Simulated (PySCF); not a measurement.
## How methods differ on the excitation energy of V

V [Ar] 3d3 4s2 (4F) → V [Ar] 3d3 4s1 4p1 (high-spin determinant), as a difference of total energies. Computed with PySCF 2.14 in def2-QZVPPD (11s6p5d3f2g, 93 functions), with no relativity, point nucleus. Correlated levels: valence: [Ar] frozen; valence and next inner shell: [Ne] frozen. The calculations carry no spin-orbit coupling.

| method | excitation energy (eV) |
| --- | --- |
| UHF | 1.001 |
| LDA | 2.165 |
| PBE | 1.965 |
| PBE0 | 1.804 |
| r2SCAN | 1.604 |
| TPSSh | 1.862 |
| revPBE | 1.908 |
| B97-3 | 2.382 |
| HSE06 | 1.827 |
| MP2 (valence) | 1.752 |
| SCS-MP2 (valence) | 2.034 |
| MP2 (valence and next inner shell) | 1.911 |
| SCS-MP2 (valence and next inner shell) | 2.102 |

How much does correlation contribute at MP2 (valence and next inner shell)?

1.911 − (1.001) = 0.910 eV, measured against UHF.

A first-order spin-orbit estimate (lowest level to lowest level, LS coupling) adds -0.010 eV.

The determinant of the upper state mixes LS terms, which raises its energy above the lowest term, most at the Hartree-Fock and MP2 levels.
